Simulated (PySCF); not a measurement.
**One molecule, many functionals**

Methylcyclohexane, C₇H₁₄.
Numbering: `[CH3:1][CH:2]1[CH2:3][CH2:4][CH2:5][CH2:6][CH2:7]1` (hydrogens: H8, H9, H10 on C1; H11 on C2; H12, H13 on C3; H14, H15 on C4; H16, H17 on C5; H18, H19 on C6; H20, H21 on C7)

Linear-response calculations in the def2-SVPD basis (PySCF; singlets by full response, triplets Tamm–Dancoff, core orbitals frozen in the response; HF means time-dependent Hartree–Fock). 'Strongest' is the level of largest summed f among the singlets computed (10 roots, of which the last may lack a degenerate partner); it can jump between rows when another state enters that window. S1 is the lowest singlet of each run and needn't be the same state throughout; f(S1) is that of one state. Geometry: PBE0-D3(BJ)/def2-SVP, one conformer, isolated molecule.

```csv
functional,kind,S1 (eV),f(S1),strongest (eV),T1 (eV),HOMO (eV),gap (eV),"ionisation energy, ΔSCF (eV)"
LDA,LDA,7.07,0.003,7.50,6.96,-7.00,7.02,9.70
PBE,GGA,7.10,0.002,7.72,6.96,-6.94,7.05,9.62
B3LYP,"global hybrid, 20% exact exchange",7.75,0.002,8.22,7.59,-8.07,8.60,10.07
PBE0,"global hybrid, 25% exact exchange",7.99,0.002,8.59,7.80,-8.25,9.07,10.08
BHandHLYP,"global hybrid, 50% exact exchange",8.62,0.002,9.16,8.39,-9.54,10.86,10.45
CAM-B3LYP,range-separated hybrid,8.33,0.002,8.87,8.12,-9.65,11.12,10.37
wB97X-D,range-separated hybrid,8.62,0.003,9.17,8.47,-10.12,12.59,10.28
LC-wPBE,range-separated hybrid,9.11,0.001,9.65,8.79,-10.95,13.51,10.61
HF,Hartree–Fock,9.79,0.001,10.23,9.26,-11.51,14.36,not settled
```

S1 runs from 7.07 eV (LDA) to 9.79 eV (HF), a spread of 2.72 eV, while the orbital gap spreads over 7.3 eV. Along PBE (0%), B3LYP (20%), PBE0 (25%), BHandHLYP (50%), HF (100%) S1 rises with the share of exact exchange. −ε(HOMO) comes closest to its own ΔSCF ionisation energy with wB97X-D (-0.16 eV) and misses most with LDA (-2.70 eV). 'Not settled' means that the ion's SCF failed to converge or may have ended in another state than the lowest.
